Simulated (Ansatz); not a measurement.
A short molecular-dynamics run on In₇Sb₈H₂₄⁺, a nanocrystal cut from zinc blende InSb (hydrogen-capped).

```yaml
crystal:
  periodic: [false, false, false]
  atoms:
    - {symbol: In, position_ang: [-3.499237, -3.497639, 1.637384]}
    - {symbol: In, position_ang: [-3.662070, 0.216795, -2.165855]}
    - {symbol: In, position_ang: [0.216427, -3.666390, -2.163764]}
    - {symbol: In, position_ang: [0.000549, -0.000096, 0.926424]}
    - {symbol: In, position_ang: [3.666461, -0.222085, -2.163855]}
    - {symbol: In, position_ang: [-0.219171, 3.667239, -2.162161]}
    - {symbol: In, position_ang: [3.502575, 3.498289, 1.636633]}
    - {symbol: Sb, position_ang: [-1.605633, -4.759166, -0.096505]}
    - {symbol: Sb, position_ang: [-4.757494, -1.604338, -0.098453]}
    - {symbol: Sb, position_ang: [-1.593245, -1.592953, 2.719485]}
    - {symbol: Sb, position_ang: [-1.658564, 1.659005, -0.626389]}
    - {symbol: Sb, position_ang: [1.658794, -1.660928, -0.627125]}
    - {symbol: Sb, position_ang: [1.595237, 1.593754, 2.717370]}
    - {symbol: Sb, position_ang: [4.758556, 1.603795, -0.099490]}
    - {symbol: Sb, position_ang: [1.609455, 4.757106, -0.099652]}
    - {symbol: H, position_ang: [-4.403077, -4.401900, 2.803695]}
    - {symbol: H, position_ang: [-4.978662, 1.306925, -2.424453]}
    - {symbol: H, position_ang: [-2.768584, -0.884492, -3.156892]}
    - {symbol: H, position_ang: [-0.883905, -2.773440, -3.157135]}
    - {symbol: H, position_ang: [1.306863, -4.982705, -2.421916]}
    - {symbol: H, position_ang: [2.773168, 0.881760, -3.152788]}
    - {symbol: H, position_ang: [4.983643, -1.309942, -2.429879]}
    - {symbol: H, position_ang: [-1.308247, 4.984389, -2.423562]}
    - {symbol: H, position_ang: [0.882281, 2.773010, -3.153746]}
    - {symbol: H, position_ang: [4.406416, 4.401134, 2.803994]}
    - {symbol: H, position_ang: [-2.566072, -5.995525, -0.805054]}
    - {symbol: H, position_ang: [-0.770999, -5.809383, 0.976208]}
    - {symbol: H, position_ang: [-5.995065, -2.564095, -0.807014]}
    - {symbol: H, position_ang: [-5.810118, -0.769421, 0.972171]}
    - {symbol: H, position_ang: [-2.323194, -0.518330, 3.842643]}
    - {symbol: H, position_ang: [-0.519855, -2.325247, 3.842147]}
    - {symbol: H, position_ang: [-2.497632, 2.497999, 0.618367]}
    - {symbol: H, position_ang: [2.499275, -2.498374, 0.618277]}
    - {symbol: H, position_ang: [2.326809, 0.519839, 3.840032]}
    - {symbol: H, position_ang: [0.521694, 2.327349, 3.838847]}
    - {symbol: H, position_ang: [5.806522, 0.767234, 0.974275]}
    - {symbol: H, position_ang: [5.998507, 2.560433, -0.806924]}
    - {symbol: H, position_ang: [0.774984, 5.807617, 0.972862]}
    - {symbol: H, position_ang: [2.568209, 5.993977, -0.809300]}
basis:
  gaussian: {orbitals: def2-SVP, fitting: {mean_field: def2-universal-jkfit}}
total_charge: 1
hamiltonian: {xc: {name: revPBE}, dispersion: d4}
md: {timestep: 2 fs, n_steps: 15, ensemble: nve, temperature: 300, initial_velocities: maxwell_boltzmann, seed: 885}
scf: {omitted_lower_state_checks: [starts]}
```

```sh
$ ansatz run in.yaml --threads 2 --pin off --events-out ev --progress --plain --max-ram 32768MiB --backend cuda --devices 0, --max-vram 18GiB
```

```csv
step,time (fs),potential energy (eV),kinetic (eV),T (K),conserved (eV)
0,0.0,-88928.9558,1.4348,300,-88927.5211
1,2.0,-88928.7896,1.2877,269,-88927.5020
2,4.0,-88928.5642,1.0859,227,-88927.4783
3,6.0,-88928.5991,1.1040,231,-88927.4951
4,8.0,-88928.6815,1.1706,245,-88927.5110
5,10.0,-88928.5658,1.0601,222,-88927.5057
6,12.0,-88928.3290,0.8422,176,-88927.4869
7,14.0,-88928.2548,0.7745,162,-88927.4803
8,16.0,-88928.4207,0.9161,192,-88927.5046
9,18.0,-88928.4940,0.9794,205,-88927.5146
10,20.0,-88928.3374,0.8463,177,-88927.4911
11,22.0,-88928.2662,0.7838,164,-88927.4825
12,24.0,-88928.4032,0.9021,189,-88927.5012
13,26.0,-88928.4967,0.9890,207,-88927.5076
14,28.0,-88928.4330,0.9331,195,-88927.4999
15,30.0,-88928.3362,0.8503,178,-88927.4859
```

Velocities are drawn at the set temperature; a run this short doesn't reach equilibrium.

In the def2 sets In, Sb take a core potential; there is no spin–orbit coupling.

Frames (Å, forces in eV/Å):

```xyz
39
time=0.0 fs
In   -3.499   -3.498    1.637   -0.046   -0.047    0.034
In   -3.662    0.217   -2.166   -0.016    0.010   -0.051
In    0.216   -3.666   -2.164    0.007   -0.013   -0.055
In    0.001    0.000    0.926    0.004   -0.002    0.023
In    3.666   -0.222   -2.164    0.010   -0.002   -0.059
In   -0.219    3.667   -2.162   -0.001    0.007   -0.061
In    3.503    3.498    1.637    0.042    0.044    0.031
Sb   -1.606   -4.759   -0.097    0.008   -0.032   -0.006
Sb   -4.757   -1.604   -0.098   -0.044    0.007   -0.007
Sb   -1.593   -1.593    2.719    0.021    0.022    0.040
Sb   -1.659    1.659   -0.626    0.005   -0.001    0.016
Sb    1.659   -1.661   -0.627    0.000    0.006    0.023
Sb    1.595    1.594    2.717   -0.018   -0.020    0.036
Sb    4.759    1.604   -0.099    0.041   -0.016   -0.001
Sb    1.609    4.757   -0.100   -0.013    0.036   -0.001
H    -4.403   -4.402    2.804   -0.017   -0.016    0.028
H    -4.979    1.307   -2.424   -0.021    0.020   -0.007
H    -2.769   -0.884   -3.157    0.005   -0.011   -0.006
H    -0.884   -2.773   -3.157   -0.009    0.003   -0.003
H     1.307   -4.983   -2.422    0.021   -0.023   -0.006
H     2.773    0.882   -3.153   -0.006    0.010   -0.008
H     4.984   -1.310   -2.430    0.019   -0.020   -0.001
H    -1.308    4.984   -2.424   -0.019    0.019   -0.003
H     0.882    2.773   -3.154    0.006   -0.002   -0.005
H     4.406    4.401    2.804    0.017    0.017    0.027
H    -2.566   -5.996   -0.805   -0.002   -0.007   -0.005
H    -0.771   -5.809    0.976    0.007    0.005    0.005
H    -5.995   -2.564   -0.807    0.000   -0.001   -0.004
H    -5.810   -0.769    0.972    0.010    0.007    0.005
H    -2.323   -0.518    3.843   -0.007    0.006   -0.003
H    -0.520   -2.325    3.842    0.008   -0.006   -0.002
H    -2.498    2.498    0.618   -0.009    0.005    0.014
H     2.499   -2.498    0.618    0.002   -0.007    0.010
H     2.327    0.520    3.840    0.004   -0.006    0.000
H     0.522    2.327    3.839   -0.008    0.005    0.001
H     5.807    0.767    0.974   -0.006   -0.006    0.006
H     5.999    2.560   -0.807    0.006    0.003   -0.006
H     0.775    5.808    0.973   -0.007   -0.003    0.007
H     2.568    5.994   -0.809    0.004    0.007   -0.006
39
time=6.0 fs
In   -3.503   -3.495    1.644   -0.471   -0.407    0.563
In   -3.657    0.223   -2.155   -0.072    0.044   -0.163
In    0.241   -3.682   -2.173   -0.455    0.101   -0.202
In    0.003    0.004    0.919   -0.098   -0.137    0.267
In    3.656   -0.237   -2.161    0.333   -0.364    0.032
In   -0.229    3.670   -2.165   -0.233    0.188    0.173
In    3.515    3.511    1.620    0.004    0.050    0.406
Sb   -1.612   -4.750   -0.108   -0.085   -0.039    0.188
Sb   -4.752   -1.614   -0.105    0.231    0.190    0.312
Sb   -1.603   -1.590    2.727    0.108    0.156    0.176
Sb   -1.650    1.662   -0.617   -0.065   -0.106   -0.238
Sb    1.646   -1.657   -0.630    0.684   -0.556    0.785
Sb    1.589    1.585    2.716    0.458   -0.128   -0.520
Sb    4.768    1.606   -0.089   -0.162   -0.615    0.365
Sb    1.606    4.760   -0.090    0.211   -0.079   -0.446
H    -4.448   -4.379    2.926    0.418    0.369   -0.586
H    -4.968    1.338   -2.411    0.076   -0.044    0.019
H    -2.843   -0.940   -3.148    0.017    0.014   -0.012
H    -0.993   -2.901   -3.185    0.412   -0.112    0.247
H     1.214   -5.095   -2.345    0.151   -0.014   -0.066
H     2.676    0.827   -3.075   -0.050    0.218   -0.179
H     4.964   -1.376   -2.456   -0.220    0.266    0.054
H    -1.313    4.971   -2.449   -0.131    0.184    0.058
H     0.734    2.806   -3.259    0.359   -0.286   -0.204
H     4.333    4.389    2.892   -0.026   -0.058   -0.154
H    -2.604   -5.949   -0.844    0.036   -0.001    0.043
H    -0.847   -5.806    1.017    0.006   -0.016   -0.085
H    -5.944   -2.629   -0.707   -0.359   -0.384   -0.422
H    -5.889   -0.892    0.947    0.011    0.207    0.142
H    -2.277   -0.435    3.845    0.148   -0.288   -0.128
H    -0.517   -2.414    3.798   -0.120    0.210   -0.056
H    -2.658    2.406    0.542    0.025    0.130    0.194
H     2.604   -2.480    0.695   -0.685    0.450   -0.831
H     2.268    0.594    3.918    0.174   -0.248    0.070
H     0.522    2.275    3.790   -0.580    0.437    0.423
H     5.983    0.857    0.898   -0.301    0.012   -0.014
H     5.930    2.551   -0.813    0.496    0.566   -0.487
H     0.768    5.856    0.888   -0.181    0.180    0.291
H     2.603    5.978   -0.801   -0.063   -0.088   -0.013
39
time=12.0 fs
In   -3.507   -3.494    1.652    0.201    0.221   -0.402
In   -3.652    0.228   -2.144    0.040   -0.116   -0.269
In    0.265   -3.698   -2.183    0.139   -0.555    0.248
In    0.006    0.008    0.912   -0.218   -0.284    0.428
In    3.646   -0.252   -2.158   -0.530    0.390   -0.175
In   -0.240    3.674   -2.168   -0.029    0.056   -0.515
In    3.528    3.523    1.605   -0.144   -0.054    0.482
Sb   -1.618   -4.740   -0.119   -0.142    0.079    0.326
Sb   -4.747   -1.623   -0.110   -1.081   -0.611    0.165
Sb   -1.612   -1.586    2.735    0.190   -0.045   -0.631
Sb   -1.641    1.664   -0.609   -0.527    0.074    0.021
Sb    1.635   -1.654   -0.631   -0.546    0.464   -1.013
Sb    1.584    1.576    2.713   -0.425    0.379    1.028
Sb    4.777    1.607   -0.079    0.927    0.629   -0.863
Sb    1.602    4.763   -0.082   -0.341    0.340   -0.037
H    -4.379   -4.256    2.886   -0.262   -0.279    0.326
H    -4.936    1.359   -2.392   -0.015    0.045    0.003
H    -2.912   -0.990   -3.143    0.021    0.080    0.023
H    -0.987   -3.051   -3.150   -0.066    0.283   -0.216
H     1.166   -5.202   -2.288    0.062    0.315   -0.041
H     2.578    0.831   -3.044    0.349   -0.081    0.093
H     4.892   -1.370   -2.469    0.277   -0.109   -0.058
H    -1.351    5.005   -2.454    0.150   -0.117    0.124
H     0.682    2.767   -3.402   -0.145    0.220    0.494
H     4.257    4.361    2.934    0.096    0.047   -0.060
H    -2.632   -5.906   -0.869   -0.001   -0.050    0.022
H    -0.919   -5.809    1.032    0.054   -0.075   -0.078
H    -5.971   -2.781   -0.725    0.647    0.574    0.055
H    -5.953   -0.954    0.957    0.296    0.053   -0.147
H    -2.193   -0.427    3.823   -0.118    0.135    0.340
H    -0.542   -2.443    3.745    0.163    0.051    0.217
H    -2.795    2.350    0.516    0.461   -0.046   -0.122
H     2.526   -2.348    0.555    0.591   -0.704    0.968
H     2.254    0.602    4.001   -0.099    0.097   -0.380
H     0.381    2.334    3.836    0.651   -0.348   -0.730
H     6.073    0.946    0.825   -0.073   -0.120    0.208
H     5.975    2.681   -0.941   -0.857   -0.588    0.434
H     0.721    5.938    0.879    0.280   -0.406   -0.170
H     2.622    5.940   -0.799    0.025    0.056   -0.100
39
time=18.0 fs
In   -3.511   -3.493    1.659    0.153    0.163   -0.323
In   -3.647    0.234   -2.134    0.036   -0.109   -0.221
In    0.289   -3.715   -2.192   -0.089   -0.312    0.258
In    0.008    0.010    0.906   -0.251   -0.315    0.560
In    3.634   -0.267   -2.155   -0.161    0.127   -0.008
In   -0.250    3.677   -2.172   -0.177    0.187   -0.186
In    3.541    3.536    1.591   -0.280   -0.210    0.498
Sb   -1.624   -4.731   -0.129   -0.181    0.018    0.400
Sb   -4.744   -1.633   -0.115    0.009   -0.007    0.312
Sb   -1.621   -1.582    2.742    0.305    0.207   -0.159
Sb   -1.634    1.666   -0.601   -0.175   -0.164   -0.453
Sb    1.624   -1.650   -0.635    0.327   -0.323    0.109
Sb    1.578    1.568    2.713    0.382    0.175   -0.310
Sb    4.789    1.609   -0.070   -0.016   -0.245   -0.212
Sb    1.598    4.767   -0.074    0.101   -0.144   -0.603
H    -4.381   -4.210    2.934   -0.208   -0.246    0.231
H    -4.908    1.392   -2.371   -0.032    0.044    0.004
H    -2.972   -1.015   -3.132    0.073    0.053   -0.031
H    -0.986   -3.117   -3.173    0.006    0.275   -0.175
H     1.148   -5.217   -2.247    0.230    0.082   -0.065
H     2.582    0.823   -2.996    0.168    0.121   -0.079
H     4.894   -1.385   -2.497    0.126    0.027   -0.013
H    -1.348    5.012   -2.418    0.071   -0.018    0.109
H     0.602    2.783   -3.404    0.103    0.011    0.223
H     4.211    4.349    2.956    0.155    0.100    0.003
H    -2.659   -5.876   -0.887   -0.003   -0.015    0.017
H    -0.974   -5.836    1.018    0.076   -0.050   -0.093
H    -5.827   -2.781   -0.748   -0.165   -0.107   -0.313
H    -5.935   -0.990    0.932   -0.049    0.161    0.065
H    -2.136   -0.399    3.889   -0.017   -0.169   -0.004
H    -0.526   -2.444    3.752    0.022    0.140    0.030
H    -2.799    2.292    0.471    0.067    0.222    0.306
H     2.567   -2.389    0.634   -0.285   -0.009   -0.217
H     2.220    0.623    3.981    0.060   -0.184    0.039
H     0.408    2.309    3.685   -0.271    0.218    0.176
H     6.128    1.001    0.814   -0.085   -0.045    0.129
H     5.785    2.659   -0.961    0.124    0.213   -0.222
H     0.745    5.916    0.839   -0.075    0.126    0.245
H     2.642    5.913   -0.827   -0.076   -0.002   -0.025
39
time=24.0 fs
In   -3.515   -3.491    1.665   -0.437   -0.361    0.600
In   -3.641    0.239   -2.125   -0.077    0.020   -0.164
In    0.313   -3.733   -2.200   -0.600    0.091   -0.100
In    0.009    0.012    0.903   -0.264   -0.290    0.630
In    3.623   -0.281   -2.153    0.411   -0.236    0.078
In   -0.261    3.682   -2.177   -0.328    0.344    0.407
In    3.552    3.547    1.579   -0.230   -0.159    0.699
Sb   -1.631   -4.721   -0.139   -0.185   -0.117    0.375
Sb   -4.741   -1.644   -0.118    0.203    0.165    0.259
Sb   -1.629   -1.578    2.748    0.469    0.303    0.154
Sb   -1.627    1.668   -0.594   -0.273   -0.091   -0.397
Sb    1.612   -1.647   -0.638    0.671   -0.776    0.627
Sb    1.572    1.561    2.712    0.480    0.257   -0.537
Sb    4.800    1.610   -0.062   -0.224   -0.449   -0.058
Sb    1.594    4.771   -0.068    0.055   -0.156   -0.599
H    -4.443   -4.241    3.043    0.400    0.240   -0.674
H    -4.887    1.437   -2.349    0.054   -0.076    0.016
H    -3.007   -1.021   -3.131    0.099    0.048   -0.056
H    -0.973   -3.095   -3.247    0.457   -0.007    0.216
H     1.205   -5.201   -2.227    0.255   -0.053   -0.076
H     2.642    0.856   -2.974   -0.026    0.264   -0.199
H     4.935   -1.388   -2.528   -0.219    0.269    0.086
H    -1.325    5.018   -2.346   -0.124    0.203    0.046
H     0.565    2.793   -3.341    0.464   -0.353   -0.299
H     4.215    4.366    2.971    0.065   -0.012   -0.167
H    -2.687   -5.852   -0.899    0.009    0.045    0.005
H    -1.002   -5.879    0.973    0.084    0.013   -0.093
H    -5.723   -2.804   -0.870   -0.301   -0.099   -0.208
H    -5.925   -0.977    0.920   -0.156    0.029   -0.016
H    -2.091   -0.420    3.961   -0.051   -0.216   -0.198
H    -0.499   -2.402    3.771   -0.067    0.105   -0.132
H    -2.766    2.300    0.516    0.121    0.160    0.202
H     2.552   -2.460    0.689   -0.619    0.384   -0.783
H     2.199    0.591    3.965   -0.025   -0.135    0.154
H     0.356    2.349    3.579   -0.254    0.156    0.302
H     6.155    1.042    0.844   -0.079    0.117   -0.076
H     5.625    2.704   -1.053    0.355    0.244   -0.218
H     0.756    5.920    0.868   -0.012    0.105    0.164
H     2.639    5.889   -0.864   -0.100    0.023    0.033
39
time=30.0 fs
In   -3.520   -3.489    1.673    0.077   -0.015   -0.090
In   -3.636    0.244   -2.116   -0.016   -0.063   -0.127
In    0.335   -3.751   -2.208    0.058   -0.331    0.184
In    0.009    0.013    0.901   -0.276   -0.257    0.598
In    3.612   -0.295   -2.150   -0.213    0.595   -0.085
In   -0.274    3.687   -2.181    0.042    0.033   -0.146
In    3.563    3.559    1.569   -0.218   -0.179    0.585
Sb   -1.639   -4.712   -0.147   -0.120   -0.065    0.268
Sb   -4.738   -1.654   -0.122   -0.544   -0.336   -0.240
Sb   -1.636   -1.572    2.755    0.461    0.107   -0.457
Sb   -1.621    1.670   -0.588   -0.552    0.140   -0.008
Sb    1.603   -1.646   -0.640   -0.650    0.333   -1.228
Sb    1.569    1.554    2.710   -0.305    0.658    0.448
Sb    4.811    1.610   -0.055    0.046    0.582   -1.128
Sb    1.590    4.774   -0.064   -0.353    0.132   -0.113
H    -4.396   -4.212    2.963   -0.098   -0.178    0.061
H    -4.853    1.461   -2.322   -0.045   -0.026   -0.013
H    -3.010   -1.009   -3.147    0.085    0.104    0.003
H    -0.830   -3.063   -3.268   -0.014    0.127   -0.131
H     1.340   -5.189   -2.233   -0.051    0.271   -0.024
H     2.708    0.960   -3.006    0.221   -0.214    0.144
H     4.924   -1.319   -2.537    0.190   -0.137   -0.031
H    -1.330    5.075   -2.260    0.100   -0.116   -0.055
H     0.654    2.718   -3.340   -0.149    0.292    0.349
H     4.244    4.384    2.937    0.077    0.020   -0.066
H    -2.714   -5.814   -0.911   -0.037    0.019   -0.050
H    -1.002   -5.919    0.899    0.092    0.012   -0.016
H    -5.708   -2.844   -1.046    0.293    0.660    0.497
H    -5.961   -0.957    0.898    0.040   -0.196   -0.257
H    -2.070   -0.496    3.985   -0.281    0.274    0.196
H    -0.484   -2.333    3.756    0.178   -0.188    0.031
H    -2.686    2.359    0.621    0.369   -0.079   -0.229
H     2.374   -2.445    0.547    0.753   -0.776    1.104
H     2.165    0.523    3.988   -0.257    0.243   -0.190
H     0.237    2.430    3.566    0.799   -0.574   -0.320
H     6.166    1.117    0.857    0.233    0.080    0.001
H     5.574    2.810   -1.196   -0.242   -0.776    0.790
H     0.768    5.950    0.945    0.289   -0.318   -0.257
H     2.606    5.877   -0.893    0.018    0.144    0.004
```

It took 90 s on 2 threads of AMD EPYC 7R13 on a shared host and a share (18 GiB) of an NVIDIA H100 80GB HBM3, peak host memory 1.2 GiB.
